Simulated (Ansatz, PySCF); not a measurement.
Molecule: CLiN (charge 0, singlet). 
Coordinates optimised at B3LYP-D3(BJ)/def2-TZVP (Ansatz, an electronic-structure program):
SMILES: [C]([N])[Li]
```xyz
3

Li     0.0000     0.0000    -2.0557
C      0.0000     0.0000    -0.1501
N      0.0000     0.0000     1.0096
```
Charge 0, spin multiplicity 1.

Dipole moments at this geometry, in debye (magnitudes).

| level | program | dipole (D) |
|---|---|---|
| SVWN5/def2-TZVPD | PySCF | 9.01 |
| PBE/def2-TZVPD | Ansatz | 8.98 |
| revPBE/def2-TZVPD | Ansatz | 8.98 |
| BP86/def2-TZVPD | PySCF | 9.04 |
| M06-L/def2-TZVPD | PySCF | 9.15 |
| r2SCAN/def2-TZVPD | Ansatz | 9.16 |
| BHLYP/def2-TZVPD | Ansatz | (withheld) |
| MN15/def2-TZVPD | PySCF | 9.27 |
| HSE06/def2-TZVPD | Ansatz | 9.14 |
| LC-wPBE/def2-TZVPD | Ansatz | 9.26 |
| wB97M-V/def2-TZVPD | Ansatz | 9.20 |
| wB97X-V/def2-TZVPD | Ansatz | 9.24 |
| CCSD(T)/def2-SVPD | Ansatz | (withheld) |

Question: Fill in the missing entries.

Answer: 
- BHLYP/def2-TZVPD, dipole (D): 9.29
- CCSD(T)/def2-SVPD, dipole (D): 9.22
